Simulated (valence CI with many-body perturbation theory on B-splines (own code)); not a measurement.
# E1 transitions of Tm LXV

Calculated by configuration interaction combined with many-body perturbation theory (CI+MBPT): three valence electrons over a frozen Dirac-Fock core [He], a basis of 11 s, 11 p, 9 d, 7 f, 5 g, 2 h, 1 i functions for each j, with the one-electron correlation potential Σ1, the two-electron term Σ2, the three-electron term Σ3, Breit, model QED; selected CI, second order for the rest (own B-spline code, finite nucleus).

The last digits are not significant, and no measured levels were compared; by estimate large intervals hold to a few tenths of a per cent, small ones and those within an open d or f shell to about a per cent.

Lines 201 to 250 of 276 in falling wavelength, among levels below 89392 × 10³ cm⁻¹, chosen from the strongest by gf and those to the six lowest levels. Wavelengths and rates use the calculated energies. Electric multipoles are in the length gauge, E1 and E2 with the static RPA response of the core. Weak lines are less certain than strong ones. Lines between different terms over intervals too small for the method are left out, as are lines whose strength nearly cancels. The highest levels of a list are the least certain.

Levels are named by their leading jj configuration (3d3/2^4 stands for four electrons in 3d with j = 3/2), which in mixed levels can hold well under half, so a name can repeat and another be missing. Letters in brackets count levels of one name in rising energy.

```tsv
λ vac (nm)	Upper	Lower	A (s⁻¹)	S (a.u.)
0.1326	(2p1/2 2p3/2 3p1/2) J=1/2	(2s 2p1/2 2p3/2) J=3/2 [a]	5.07e+14	1.17e-03
0.1326	(2p1/2 2p3/2 3p1/2) J=3/2 [a]	(2s 2p1/2 2p3/2) J=3/2 [a]	3.26e+14	1.50e-03
0.1324	(2p1/2 2p3/2 3d3/2) J=3/2 [a]	(2p1/2^2 2p3/2) J=3/2	1.92e+14	8.80e-04
0.1324	(2p1/2 2p3/2 3p1/2) J=5/2	(2s 2p1/2 2p3/2) J=3/2 [a]	6.06e+13	4.16e-04
0.1323	(2s 2p3/2 3p1/2) J=1/2	(2s^2 2p3/2) J=3/2	3.10e+14	7.10e-04
0.1323	(2p1/2 2p3/2 3p1/2) J=3/2 [b]	(2s 2p1/2 2p3/2) J=5/2	3.09e+14	1.41e-03
0.1323	(2s 2p3/2 3p1/2) J=3/2 [b]	(2s^2 2p3/2) J=3/2	2.08e+14	9.50e-04
0.1322	(2s 2p3/2 3d3/2) J=3/2 [a]	(2s 2p1/2 2p3/2) J=1/2	1.57e+12	7.18e-06
0.1320	(2s 2p1/2 3d3/2) J=3/2 [a]	(2s 2p1/2^2) J=1/2	1.38e+14	6.26e-04
0.1320	(2p1/2 2p3/2 3d3/2) J=5/2 [b]	(2p1/2^2 2p3/2) J=3/2	1.39e+15	9.47e-03
0.1319	(2p1/2 2p3/2 3d3/2) J=3/2 [b]	(2p1/2^2 2p3/2) J=3/2	1.26e+15	5.70e-03
0.1318	(2p1/2 2p3/2 3p1/2) J=3/2 [b]	(2s 2p1/2 2p3/2) J=3/2 [a]	1.67e+13	7.56e-05
0.1318	(2p1/2 2p3/2 3d3/2) J=1/2 [b]	(2p1/2^2 2p3/2) J=3/2	1.44e+15	3.26e-03
0.1314	(2s 2p1/2 3d3/2) J=3/2 [b]	(2s 2p1/2^2) J=1/2	1.36e+15	6.08e-03
0.1313	(2s 2p3/2 3d3/2) J=5/2 [a]	(2s 2p1/2 2p3/2) J=5/2	5.57e+14	3.74e-03
0.1313	(2s 2p1/2 3d3/2) J=1/2	(2s 2p1/2^2) J=1/2	1.27e+15	2.84e-03
0.1313	(2s 2p3/2 3d3/2) J=3/2 [a]	(2s 2p1/2 2p3/2) J=5/2	1.99e+14	8.87e-04
0.1312	(2s 2p3/2 3d3/2) J=7/2	(2s 2p1/2 2p3/2) J=5/2	1.13e+15	1.01e-02
0.1312	(2s 2p3/2 3d3/2) J=3/2 [b]	(2s 2p1/2 2p3/2) J=3/2 [b]	4.07e+14	1.82e-03
0.1312	(2s 2p3/2 3d3/2) J=3/2 [b]	(2s 2p1/2 2p3/2) J=1/2	5.00e+14	2.23e-03
0.1311	(2p1/2 2p3/2 3s) J=3/2 [a]	(2s^2 2p3/2) J=3/2	1.70e+12	7.56e-06
0.1311	(2s 2p3/2 3d3/2) J=5/2 [b]	(2s 2p1/2 2p3/2) J=3/2 [b]	7.94e+14	5.29e-03
0.1310	(2s 2p3/2 3d5/2) J=5/2 [a]	(2s 2p1/2 2p3/2) J=3/2 [b]	3.01e+14	2.00e-03
0.1310	(2p1/2 2p3/2 3s) J=1/2	(2s^2 2p3/2) J=3/2	4.39e+12	9.73e-06
0.1309	(2s 2p3/2 3d3/2) J=1/2 [b]	(2s 2p1/2 2p3/2) J=1/2	9.89e+14	2.19e-03
0.1309	(2p1/2 2p3/2 3s) J=5/2	(2s^2 2p3/2) J=3/2	8.14e+12	5.41e-05
0.1308	(2s 2p3/2 3d3/2) J=5/2 [a]	(2s 2p1/2 2p3/2) J=3/2 [a]	5.08e+14	3.37e-03
0.1308	(2p1/2 2p3/2 3s) J=3/2 [b]	(2s^2 2p3/2) J=3/2	4.74e+12	2.09e-05
0.1307	(2s^2 3d3/2) J=3/2	(2s^2 2p1/2) J=1/2	1.10e+15	4.84e-03
0.1307	(2p1/2^2 3s) J=1/2	(2s^2 2p1/2) J=1/2	2.01e+13	4.43e-05
0.1307	(2s 2p3/2 3d3/2) J=3/2 [a]	(2s 2p1/2 2p3/2) J=3/2 [a]	8.26e+14	3.64e-03
0.1307	(2s 2p3/2 3d5/2) J=3/2 [a]	(2s 2p1/2 2p3/2) J=1/2	1.18e+14	5.18e-04
0.1307	(2s 2p3/2 3d3/2) J=1/2 [a]	(2s 2p1/2 2p3/2) J=3/2 [a]	1.02e+15	2.24e-03
0.1305	(2s 2p3/2 3d5/2) J=1/2	(2s 2p1/2 2p3/2) J=1/2	1.93e+13	4.25e-05
0.1303	(2s 2p3/2 3d3/2) J=3/2 [b]	(2s 2p1/2 2p3/2) J=5/2	3.67e+12	1.60e-05
0.1301	(2s 2p3/2 3d5/2) J=5/2 [a]	(2s 2p1/2 2p3/2) J=5/2	2.82e+12	1.84e-05
0.1300	(2s 2p3/2 3d5/2) J=7/2 [a]	(2s 2p1/2 2p3/2) J=5/2	1.29e+13	1.12e-04
0.1298	(2s 2p3/2 3d5/2) J=3/2 [b]	(2s 2p1/2 2p3/2) J=1/2	9.84e+11	4.25e-06
0.1296	(2p1/2 2p3/2 3p3/2) J=1/2 [a]	(2s 2p1/2 2p3/2) J=1/2	2.17e+14	4.66e-04
0.1296	(2s 2p3/2 3d3/2) J=5/2 [b]	(2s 2p1/2 2p3/2) J=3/2 [a]	1.09e+13	7.05e-05
0.1296	(2p1/2 2p3/2 3p3/2) J=3/2 [a]	(2s 2p1/2 2p3/2) J=3/2 [b]	1.72e+14	7.38e-04
0.1295	(2s 2p3/2 3d5/2) J=5/2 [a]	(2s 2p1/2 2p3/2) J=3/2 [a]	7.79e+11	5.01e-06
0.1295	(2p1/2 2p3/2 3p3/2) J=3/2 [a]	(2s 2p1/2 2p3/2) J=1/2	1.03e+14	4.43e-04
0.1293	(2s 2p1/2 3p3/2) J=3/2 [a]	(2s^2 2p1/2) J=1/2	1.37e+14	5.85e-04
0.1293	(2s 2p3/2 3p3/2) J=3/2 [a]	(2s^2 2p3/2) J=3/2	2.75e+14	1.17e-03
0.1292	(2p1/2 2p3/2 3p3/2) J=3/2 [b]	(2s 2p1/2 2p3/2) J=1/2	1.00e+14	4.27e-04
0.1291	(2s 2p3/2 3d5/2) J=7/2 [b]	(2s 2p1/2 2p3/2) J=5/2	2.20e+13	1.87e-04
0.1291	(2p1/2 2p3/2 3p3/2) J=5/2 [b]	(2s 2p1/2 2p3/2) J=3/2 [b]	1.56e+14	9.92e-04
0.1290	(2s 2p3/2 3p3/2) J=5/2 [a]	(2s^2 2p3/2) J=3/2	2.59e+14	1.65e-03
0.1289	(2s 2p3/2 3p3/2) J=1/2 [a]	(2s^2 2p3/2) J=3/2	4.90e+14	1.04e-03
```
